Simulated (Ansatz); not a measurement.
## Worked example: C2H7Ge → C2H4 + GeH3

Species: C2H7Ge `[CH2][CH2][GeH3]`, doublet; C2H4 `[CH2][CH2]`, triplet; GeH3 `[GeH3]`, doublet. 

Shapes, held fixed at every level: PBE0-D4/def2-TZVP. Flexible molecules stand in one conformer, not always the lowest. Programs: Ansatz 0.2.0. The zero-point and thermal change to 298 K, harmonic and unscaled (PBE0-D4/def2-TZVP), is -16.2 kJ/mol.

At CCSD(T)/def2-TZVPP; 1 Eh = 2625.50 kJ/mol:

```
species   energy (Eh)
 C2H7Ge  -2155.806958
   C2H4    -78.332122
   GeH3  -2077.343756
```

Problem. Work out ΔH(298 K) of the reaction at this level.

Solution. 
1. Products less reactants: (-78.332122) + (-2077.343756) − [(-2155.806958)] = 0.131080 Eh = +344.2 kJ/mol.
2. With the thermal change: +344.2 + (-16.2) = +328.0 kJ/mol.

Other levels give +311.4 (B3LYP-D4/def2-TZVPP) to +325.4 kJ/mol (wB97M-V/def2-TZVPP). No measured value is set beside it here. Open shells run unrestricted unless RO is named. Relativity is left out for Ge unless named. Correlated rows may include outer-core shells of Ge, which these sets cover unevenly.
